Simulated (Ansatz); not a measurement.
The first iterations of a band of CH₇AlN₂ (11 atoms, charge 0, multiplicity 1).

Computed with RKS PBE0/def2-SVP (Ansatz 0.2.0).

```json
{
 "movable images": "5",
 "climbing image": "yes",
 "spring": "5.0 eV/Å²",
 "optimiser": "quadratic models (default)",
 "start path": "straight line",
 "force threshold": "0.03 eV/Å",
 "iteration limit": "60",
 "end points": "relaxed"
}
```

First end point:

```xyz
11
Properties=species:S:1:pos:R:3
N -1.132 1.458 0.205
C 0.033 0.809 -0.357
N 0.506 -0.238 0.510
Al 0.801 -1.958 0.164
H -1.375 2.294 -0.322
H -1.937 0.834 0.176
H 0.800 1.596 -0.493
H -0.125 0.363 -1.362
H 0.646 0.124 1.451
H 0.495 -2.484 -1.304
H 1.352 -2.855 1.352
```

Last end point:

```xyz
11
Properties=species:S:1:pos:R:3
N -1.208 1.464 -0.300
C 0.056 0.812 -0.534
N 0.499 -0.147 0.463
Al 0.711 -1.909 0.311
H -1.172 2.030 0.545
H -1.938 0.769 -0.152
H 0.815 1.607 -0.662
H -0.003 0.285 -1.501
H 0.716 0.303 1.350
H 0.370 -2.574 -1.090
H 1.220 -2.697 1.591
```

| iteration | highest image above the first end (eV) | largest band force component (eV/Å) |
| --- | --- | --- |
| 1 | 4.519 | 40.830 |
| 2 | 0.213 | 1.180 |

**Question.** Does the band converge within its limit, and where does its top end?

**Answer.** It converged. It ended after 8 iterations with the highest image 0.143 eV above the first end. Another band between the same ends (5 images) ends at a top of the same energy, where a vibrational analysis finds 1 clearly imaginary mode.

Run time: 88 s on 2 threads of Arm Neoverse V1, with other jobs on the host, peak memory 0.19 GiB.
